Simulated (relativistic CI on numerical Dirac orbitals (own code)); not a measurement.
**Spin-allowed bands of a d3 ion in a tetrahedral site, by hand**

Problem. Take Δ = 8450 cm⁻¹ and B = 820 cm⁻¹ for a d3 ion in a tetrahedral site. Calculate the three spin-allowed bands.

Working.
1. The terms of highest spin are 4F (energy 0) and 4P (15B = 12300 cm⁻¹). Here the F term splits into A2 at +1.2Δ = 10140, T2 at +0.2Δ = 1690 and T1 at −0.6Δ = -5070 cm⁻¹.
2. The two T1 states mix through the element 0.4Δ: H = [[-5070, 3380], [3380, 12300]], with roots ½(H₁₁ + H₂₂) ∓ ½√[(H₂₂ − H₁₁)² + 4H₁₂²] = ½(7230) ∓ ½(18639) = -5705 and 12935 cm⁻¹.
3. The ground term is 4T1 at -5705 cm⁻¹.
4. Bands: 4T2 7395 cm⁻¹ (1352 nm), 4A2 15845 cm⁻¹ (631 nm), 4T1(P) 18639 cm⁻¹ (537 nm).

Check. Exact diagonalisation of the whole d3 shell with these parameters gives 4T2 7395, 4A2 15845, 4T1 18639 cm⁻¹. The match is exact, since without spin-orbit coupling no other term has this spin. The ratio of the second band to the first, 2.143, depends on Δ/B = 10.3 alone, which is how a Tanabe-Sugano diagram is read.
